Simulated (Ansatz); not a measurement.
C₄H₆Si at its PBE0-D4/def2-TZVP geometry, where that method's forces vanish. Charge 0, multiplicity 1. The bonds changed during the relaxation, so this is another structure than the one it started from.

```xyz
11

C    -0.8189    1.3878    0.2880
Si   -0.2278   -0.3646    0.3924
C     1.6652   -0.6447    0.3872
C     1.1208   -1.1033   -0.7302
C    -0.0590   -1.2159   -1.3160
H    -0.2206    1.9308   -0.4456
H    -1.8691    1.4272   -0.0098
H    -0.7129    1.8794    1.2574
H    -0.8546   -1.2182    1.4232
H     2.3191   -1.1774    1.0639
H    -0.3421   -0.9011   -2.3106
```

What forces (eV/Å) does PBE-D4/def2-TZVPP give on these atoms in Ansatz 0.2.0? (Best estimate.)

The calculation gave: 
```
C1   0.005 -0.010 -0.002
Si2 -0.077  0.029  0.072
C3   0.327  0.292  0.370
C4   0.322 -0.177 -0.258
C5  -0.467 -0.226 -0.263
H6   0.109  0.108 -0.138
H7  -0.199  0.012 -0.058
H8   0.020  0.096  0.182
H9  -0.064 -0.111  0.115
H10  0.122 -0.100  0.179
H11 -0.099  0.085 -0.200
```
